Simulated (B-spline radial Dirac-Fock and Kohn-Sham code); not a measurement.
## Two-hole binding energies of Nd⁴⁴⁺

System: Nd⁴⁴⁺, configuration [Ne] 3s2 3p4.

Calculated with a radial finite-basis atomic code, using relaxed Dirac-Fock hole states (ΔSCF) with Breit and QED corrections and a finite nucleus. U is the two-hole binding energy less the two single-hole energies, the effective repulsion of the holes after relaxation. Each two-hole energy is an average over J within one jj subconfiguration.

```tsv
holes	E(a) (eV)	E(b) (eV)	E(ab) (eV)	U (eV)
1s⁻²	46426.6	46426.6	93965.5	1112.3
1s⁻¹ 2p1/2⁻¹	46426.6	9479.8	56285.4	378.9
2s⁻²	9860.3	9860.3	?	?
2s⁻¹ 2p1/2⁻¹	9860.3	9479.8	19570.4	230.3
2p1/2⁻²	9479.8	9479.8	19245.9	286.2
2p1/2⁻¹ 3s⁻¹	9479.8	3834.5	13441.6	127.2
```

Problem. Give the missing two-hole energy and U.

Solution. E(ab) = 19958.5 eV and U = 237.9 eV.
